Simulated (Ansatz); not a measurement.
C$_{6}$H$_{18}$N$_{2}$O$_{2}$Zr, SMILES `CC[N](C)[Zr]([OH])([OH])[N](C)CC`, relaxed with RKS PBE0-D4/def2-TZVP in Ansatz 0.2.0 from a GFN2-xTB geometry. The force threshold is 0.005 eV/Å; the program also tests the step.

Charge 0, multiplicity 1. Zr: def2 effective core potential.

Start:

```xyz
29

C    -1.830    2.092    1.293
C    -0.317    2.396    1.460
N     0.536    1.241    1.214
C     0.731    0.458    2.432
Zr   -0.377    0.034   -0.164
O    -0.580    1.200   -1.669
O    -1.765   -1.003    0.652
N     1.073   -1.367   -0.515
C     2.199   -0.699   -1.163
C     0.517   -2.411   -1.367
C    -0.577   -1.896   -2.340
H    -2.429    2.965    1.557
H    -2.043    1.816    0.245
H    -2.119    1.259    1.943
H    -0.039    3.192    0.748
H    -0.145    2.788    2.478
H     1.356   -0.413    2.194
H    -0.217    0.101    2.887
H     1.255    1.059    3.196
H    -0.100    2.037   -1.606
H    -1.519   -1.905    0.896
H     1.945   -0.251   -2.146
H     2.566    0.095   -0.500
H     3.024   -1.414   -1.332
H     0.072   -3.186   -0.720
H     1.318   -2.890   -1.956
H    -1.441   -1.517   -1.765
H    -0.915   -2.698   -2.998
H    -0.179   -1.082   -2.956
```

**Question.** By how much does the energy fall, and how many steps does the optimiser take? (Estimate.)

**Answer.** The calculation gave: 1.50 eV, in 28 steps, 1 of them rejected.

**Question.** Which bonds change most? (Best estimate.)

**Answer.** Computed: Zr5–O7 from 1.915 to 1.947 Å; Zr5–O6 from 1.915 to 1.947 Å.

**Question.** Give the relaxed structure. (Best estimate.)

**Answer.** Ansatz gave: 
```xyz
29

C    -1.326    2.766    2.693
C    -0.395    2.471    1.525
N    -0.229    1.063    1.231
C     0.514    0.338    2.235
Zr   -0.947    0.076   -0.411
O    -1.460    1.473   -1.667
O    -2.395   -1.161   -0.008
N     0.596   -1.094   -1.070
C     1.926   -0.539   -1.171
C     0.504   -2.479   -1.480
C     0.688   -2.710   -2.973
H    -1.421    3.845    2.844
H    -2.322    2.358    2.503
H    -0.957    2.335    3.626
H    -0.781    2.967    0.628
H     0.590    2.922    1.729
H     0.699   -0.691    1.907
H    -0.007    0.279    3.200
H     1.496    0.800    2.418
H    -1.521    1.866   -2.532
H    -3.119   -1.491    0.517
H     2.287   -0.465   -2.205
H     1.953    0.471   -0.748
H     2.655   -1.144   -0.610
H    -0.476   -2.863   -1.179
H     1.252   -3.074   -0.930
H    -0.063   -2.157   -3.543
H     0.586   -3.772   -3.213
H     1.675   -2.389   -3.315
```
